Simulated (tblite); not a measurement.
F₂Sr, triplet, at a GFN2-xTB geometry (such geometries of metal compounds can be far from the true shape) (a higher spin typed on purpose: for a closed-shell molecule this is an excited state); GFN1-xTB (tblite 0.6.0).

The tblite input:
```
$ tblite run mol.xyz --method gfn1 --charge 0 --spin 2 --guess eeq --json tblite.json --no-restart

# file mol.xyz
3

Sr    -0.01928479    -0.00443925    -0.00172854
F     -0.19487950     1.54858338    -1.32094324
F      0.27630419    -1.52983987     1.32824151
```

It wrote (shortened):

```
xTB calculator
 | screened Coulomb repulsion
 | Coulomb electrostatics
 |  * isotropic Klopman-Ohno-Mataga-Nishimoto electrostatics
 |  * onsite third-order electrostatics
 | DFT-D3(BJ) dispersion correction

halogen bonding energy    0.0000000000000E+00 Eh
repulsion energy          8.0704479575339E-03 Eh
dispersion energy        -2.7661525898655E-04 Eh
number of electrons       1.6000000000000E+01 e
integral cutoff           4.0000000000000E+01 bohr

------------------------------------------------------------
  cycle        total energy    energy error   density error
------------------------------------------------------------
      1     -9.918597587793  -9.9263914E+00   7.8967364E-01
      2     -10.75005095141  -8.3145336E-01   2.5416919E-01
      3     -10.76394815261  -1.3897201E-02   1.5761118E-01
      4     -10.76110417846   2.8439742E-03   1.2153424E-01
      5     -10.68926525063   7.1838928E-02   2.8029452E-01
      6     -10.71757289475  -2.8307644E-02   2.4165411E-01
      7     -10.77304726962  -5.5474375E-02   1.3646179E-02
      8     -10.77318868537  -1.4141576E-04   1.1386897E-03
      9     -10.77318832146   3.6391641E-07   1.4415840E-03
     10     -10.77318976376  -1.4423002E-06   1.2244807E-04
     11     -10.77318978799  -2.4232516E-08   1.5274738E-05
------------------------------------------------------------

electronic energy        -1.0780983620689E+01 Eh
total energy             -1.0773189787990E+01 Eh

Post processing:
 | Mayer-Wiberg bond orders

[Info] JSON dump of results written to 'tblite.json'
```
